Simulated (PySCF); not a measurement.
**Bond curve of SbCl**

Set-up: basis Sb x2c-SVPall, Cl x2c-SVPall; spin-free X2C with a Gaussian nucleus; PySCF 2.14. Energies in eV from Sb + Cl in their ground configurations at the same level. State: ³Σ⁻ (triplet), unpaired electrons π ↑↑.

All columns are PBE. A positive dipole means Sb(−)Cl(+).

```tsv
R (Å)	E (eV)	μ (D)	Mulliken charge on Sb (basis-dependent)	HOMO (eV)	LUMO (eV)	Mayer bond order	⟨S²⟩
2.046	-2.044	-0.41	0.17	-4.57	-3.18	1.27	2.00
2.141	-2.743	-0.89	0.20	-4.74	-3.34	1.24	2.00
2.236	-3.126	-1.34	0.22	-4.90	-3.48	1.21	2.00
2.308	-3.266	-1.68	0.23	-5.02	-3.59	1.20	2.00
2.379	-3.314	-1.99	0.24	-5.13	-3.69	1.18	2.00
2.450	-3.294	-2.30	0.25	-5.23	-3.79	1.16	2.00
2.546	-3.190	-2.68	0.26	-5.36	-3.91	1.14	2.00
2.664	-2.981	-3.13	0.27	-5.50	-4.04	1.11	2.01
2.807	-2.667	-3.62	0.28	-5.64	-4.19	1.08	2.01
2.998	-2.214	-4.19	0.29	-5.78	-4.52	1.04	2.02
```

A fit through these points gives, at Re = 2.390 Å, μ = -2.04 D and dμ/dR = -4.34 D/Å; the reduced mass is 27.12 u.

Question: How strong is the fundamental in the double-harmonic approximation, I = 42.26·(dμ/dR)²/μred km/mol?

Answer: I = 42.26·(-4.34)²/27.12 = 29.4 km/mol at PBE.

These are scalar-relativistic numbers at best; spin–orbit coupling would shift them, the dissociation energy most. The state is the lowest determinant that a PBE0 search found; another state may lie lower at other levels.
